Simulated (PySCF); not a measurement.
NMR data simulated for an unnamed compound:

¹H NMR (500 MHz, computed): δ 8.14 (d, 2H), 7.52 (m, 1H), 7.49 (m, 2H), 1.20 (s, 6H).

¹³C{¹H} NMR (computed): δ 142.1 (C), 139.1 (CH), 136.8 (CH), 131.4 (CH), 11.7 (CH3).

PySCF 2.14.0 with density-fitted response routines calculation with coordinates at the PBE0-D3(BJ)/def2-SVP level and shieldings: GIAO PBE/pcSseg-1; equivalent nuclei averaged, no solvent, relativity neglected, one conformer.

Shifts are taken against calculated references (same method and geometry level): TMS for ¹H (σ = 31.20 ppm), ¹³C (σ = 180.03 ppm).

**Question.** Which of these does the molecule contain: an aldehyde, a CF3 group, an amide, a benzene ring?

**Answer.** 
- An aldehyde: no.
- A CF3 group: no.
- An amide: no.
- A benzene ring: yes.

The data belong to `c1ccc(B(C)C)cc1`, C₈H₁₁B; they needn't prove each group on their own.

Carbon signals by region: 4 in the sp2 and nitrile region (100–160 ppm), 1 below 50 ppm.

A carbon bonded to boron is broadened by the quadrupolar boron nucleus and is often missing from a measured spectrum. Shifts are as computed. Against solution values, carbons near 30 ppm lie about +2 ppm off and those near 130 ppm about +2 ppm. Of 1211 compounds with measured shifts, 218 miss one by over three times the rms of a fit or turn the order of signals round; such compounds aren't used in these exercises. Multiplicities follow the n + 1 count of equivalent neighbours, as no J values were calculated; m marks all less simple cases, F and P coupling included.
